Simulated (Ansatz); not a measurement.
`[GeH3][SbH2]` + HCl → `[Cl][SbH2]` + GeH₄ at 400 K and 1 bar (cleavage of the Sb–Ge bond).

Computed with Ansatz on PBE0-D4/def2-TZVP structures; ΔE is electronic, products minus reactants. CBS: MP2 limit from def2 TZ/QZ plus the TZ coupled-cluster correction, frozen cores. This one scheme is used for every species. Elements past krypton have def2 core potentials. For Ge, Sb outer-core shells are correlated without core-valence functions, which leaves a few kJ/mol of doubt a bond. Scalar relativity is left out up to krypton.

```csv
species,CCSD(T)/CBS energy (Eh),H − E (kJ/mol),S (J/(mol·K))
`[GeH3][SbH2]`,-2319.11871,121.3,344.6
HCl,-460.38127,29.6,195.4
`[Cl][SbH2]`,-701.00845,55.3,294.4
GeH₄,-2078.49493,93.6,231.8
```

H − E and S are ideal-gas, rigid-rotor, harmonic terms from PBE0-D4/def2-TZVP. 1 Eh = 2625.50 kJ/mol, R = 8.31446 J/(mol·K).

By hand: ΔE, ΔH, ΔS and ΔG.

ΔE = (-701.00845) + (-2078.49493) − (-2319.11871) − (-460.38127) = -0.00340 Eh = -8.9 kJ/mol. Δ(H − E) = 55.3 + 93.6 − 121.3 − 29.6 = -2.0, so ΔH = -10.9 kJ/mol. ΔS = 294.4 + 231.8 − 344.6 − 195.4 = -13.8 J/(mol·K). ΔG = -10.9 − 400 × (-13.8)/1000 = -5.4 kJ/mol.

By hand: the equilibrium constant, and the temperature at which ΔG would vanish if ΔH and ΔS stayed fixed.

log₁₀ K = −ΔG/(RT ln 10) = 0.7. ΔG = 0 at ΔH/ΔS = 790 K, though so small a ΔS makes that figure unsure.

TΔS isn't small against ΔH here. The sign of ΔG lies within the doubt. A doubt of 5 kJ/mol in ΔE shifts log₁₀ K by 0.7 here. These are equilibria of isolated gas molecules and say nothing of rates. Largest T1 diagnostic: 0.013 (customary marks: 0.02 for closed shells, 0.045 for open ones).
